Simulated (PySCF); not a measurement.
**Basis-set dependence of population analyses: cyclohexanone**

Cyclohexanone, C6H10O.
Atom-mapped SMILES: `[O:1]=[C:2]1[CH2:3][CH2:4][CH2:5][CH2:6][CH2:7]1` (hydrogens: H8, H9 on C3; H10, H11 on C4; H12, H13 on C5; H14, H15 on C6; H16, H17 on C7)

PBE0 throughout (PySCF), one geometry, spherical d and f functions. The structure is a single PBE0-D3(BJ)/def2-SVP conformer in the gas phase; no vibrational or solvent corrections. Atoms taken as equivalent share a column and are averaged. The first 7 of 8 kinds of atom are listed.

Mulliken charges (e):

```csv
basis,functions,O1,C2,C3/C7,C4/C6,C5,H8/H9/H16/H17,H10/H11/H14/H15
STO-3G,45,-0.196,+0.166,-0.171,-0.141,-0.143,+0.085,+0.077
pcSseg-0,83,-0.460,+0.379,-0.506,-0.490,-0.487,+0.263,+0.254
6-31G,83,-0.407,+0.373,-0.391,-0.323,-0.321,+0.190,+0.173
6-31G*,118,-0.420,+0.449,-0.422,-0.338,-0.331,+0.192,+0.178
cc-pVDZ,148,-0.214,+0.049,-0.036,-0.064,-0.065,+0.050,+0.041
def2-SVP,148,-0.213,-0.004,-0.015,-0.069,-0.076,+0.051,+0.044
pcSseg-1,169,-0.352,+0.191,-0.221,-0.232,-0.243,+0.139,+0.128
"6-311+G(2d,p)",249,-0.451,+0.457,-0.362,-0.240,-0.294,+0.161,+0.143
aug-cc-pVDZ,251,-0.632,+0.348,+0.473,+0.531,+0.552,-0.195,-0.253
def2-TZVP,277,-0.281,+0.116,-0.171,-0.203,-0.210,+0.115,+0.112
```

IAO charges (e):

| basis | functions | O1 | C2 | C3/C7 | C4/C6 | C5 | H8/H9/H16/H17 | H10/H11/H14/H15 |
| --- | --- | --- | --- | --- | --- | --- | --- | --- |
| STO-3G | 45 | -0.184 | +0.193 | -0.300 | -0.253 | -0.256 | +0.141 | +0.132 |
| pcSseg-0 | 83 | -0.365 | +0.340 | -0.329 | -0.267 | -0.270 | +0.159 | +0.143 |
| 6-31G | 83 | -0.385 | +0.352 | -0.322 | -0.262 | -0.264 | +0.157 | +0.141 |
| 6-31G* | 118 | -0.405 | +0.388 | -0.313 | -0.250 | -0.251 | +0.150 | +0.134 |
| cc-pVDZ | 148 | -0.400 | +0.387 | -0.315 | -0.250 | -0.251 | +0.150 | +0.134 |
| def2-SVP | 148 | -0.399 | +0.383 | -0.309 | -0.245 | -0.247 | +0.147 | +0.131 |
| pcSseg-1 | 169 | -0.412 | +0.390 | -0.314 | -0.251 | -0.253 | +0.151 | +0.135 |
| 6-311+G(2d,p) | 249 | -0.426 | +0.400 | -0.319 | -0.256 | -0.258 | +0.154 | +0.138 |
| aug-cc-pVDZ | 251 | -0.425 | +0.399 | -0.318 | -0.255 | -0.257 | +0.154 | +0.137 |
| def2-TZVP | 277 | -0.424 | +0.401 | -0.320 | -0.256 | -0.258 | +0.154 | +0.137 |

Hirshfeld charges (e):

| basis | functions | O1 | C2 | C3/C7 | C4/C6 | C5 | H8/H9/H16/H17 | H10/H11/H14/H15 |
| --- | --- | --- | --- | --- | --- | --- | --- | --- |
| STO-3G | 45 | -0.156 | +0.113 | -0.029 | -0.012 | -0.015 | +0.018 | +0.012 |
| pcSseg-0 | 83 | -0.231 | +0.167 | -0.068 | -0.051 | -0.054 | +0.040 | +0.034 |
| 6-31G | 83 | -0.252 | +0.163 | -0.064 | -0.051 | -0.055 | +0.043 | +0.035 |
| 6-31G* | 118 | -0.254 | +0.163 | -0.064 | -0.053 | -0.057 | +0.043 | +0.035 |
| cc-pVDZ | 148 | -0.233 | +0.162 | -0.074 | -0.059 | -0.063 | +0.044 | +0.038 |
| def2-SVP | 148 | -0.240 | +0.169 | -0.076 | -0.061 | -0.064 | +0.045 | +0.039 |
| pcSseg-1 | 169 | -0.244 | +0.168 | -0.077 | -0.063 | -0.067 | +0.047 | +0.040 |
| 6-311+G(2d,p) | 249 | -0.251 | +0.157 | -0.080 | -0.067 | -0.072 | +0.051 | +0.044 |
| aug-cc-pVDZ | 251 | -0.247 | +0.160 | -0.085 | -0.071 | -0.076 | +0.052 | +0.045 |
| def2-TZVP | 277 | -0.248 | +0.161 | -0.081 | -0.068 | -0.072 | +0.050 | +0.044 |

ESP-fitted charges (e):

| basis | functions | O1 | C2 | C3/C7 | C4/C6 | C5 | H8/H9/H16/H17 | H10/H11/H14/H15 |
| --- | --- | --- | --- | --- | --- | --- | --- | --- |
| STO-3G | 45 | -0.349 | +0.506 | -0.246 | +0.021 | -0.180 | +0.062 | +0.027 |
| pcSseg-0 | 83 | -0.556 | +0.709 | -0.314 | +0.072 | -0.197 | +0.083 | +0.020 |
| 6-31G | 83 | -0.550 | +0.632 | -0.215 | +0.025 | -0.141 | +0.063 | +0.024 |
| 6-31G* | 118 | -0.480 | +0.532 | -0.208 | +0.036 | -0.148 | +0.064 | +0.023 |
| cc-pVDZ | 148 | -0.462 | +0.499 | -0.183 | +0.046 | -0.129 | +0.056 | +0.016 |
| def2-SVP | 148 | -0.486 | +0.532 | -0.187 | +0.054 | -0.125 | +0.055 | +0.013 |
| pcSseg-1 | 169 | -0.512 | +0.555 | -0.193 | +0.067 | -0.122 | +0.056 | +0.010 |
| 6-311+G(2d,p) | 249 | -0.519 | +0.534 | -0.181 | +0.047 | -0.142 | +0.059 | +0.018 |
| aug-cc-pVDZ | 251 | -0.524 | +0.546 | -0.173 | +0.044 | -0.139 | +0.055 | +0.018 |
| def2-TZVP | 277 | -0.506 | +0.525 | -0.184 | +0.054 | -0.137 | +0.059 | +0.016 |

Some averages cover members that differ in this geometry, most widely: H8/H9/H16/H17, Mulliken in aug-cc-pVDZ -0.268 to -0.121; C4/C6, ESP-fitted in pcSseg-0 +0.057 to +0.087 e.

Question: Which scheme is steadiest as the basis changes?

Answer: Largest range over the bases for any column: Hirshfeld 0.10 e, ESP-fitted 0.21 e, IAO 0.24 e, Mulliken 1.04 e. Hirshfeld charges move least and Mulliken charges most, counted in e. Without the minimal STO-3G basis the ranges are Hirshfeld 0.02, ESP-fitted 0.21, IAO 0.06, Mulliken 1.04 e.

Question: How much do the charges still move between the two largest bases, aug-cc-pVDZ and def2-TZVP?

Answer: At most, over all atoms: Mulliken 0.762 e, IAO 0.003 e, Hirshfeld 0.004 e, ESP-fitted 0.021 e.

Question: What do the same runs give for the total energy, the frontier levels and the dipole moment?

Answer: 
```
        basis  energy (Eh)  HOMO (eV)  LUMO (eV)  μ (D)
       STO-3G    -305.7153      -3.92       2.97   1.88
     pcSseg-0    -308.8139      -6.96      -0.42   3.23
        6-31G    -309.4395      -6.72      -0.18   3.31
       6-31G*    -309.5242      -6.65      -0.05   3.06
      cc-pVDZ    -309.5477      -6.72      -0.16   2.98
     def2-SVP    -309.3065      -6.83      -0.26   3.07
     pcSseg-1    -309.4913      -6.96      -0.42   3.24
6-311+G(2d,p)    -309.6167      -6.97      -0.57   3.40
  aug-cc-pVDZ    -309.5669      -6.93      -0.62   3.38
    def2-TZVP    -309.6403      -6.93      -0.42   3.29
```

The dipole is fixed by the density alone, so its range of 1.52 D shows that the density itself changes with the basis, not only its division among atoms.
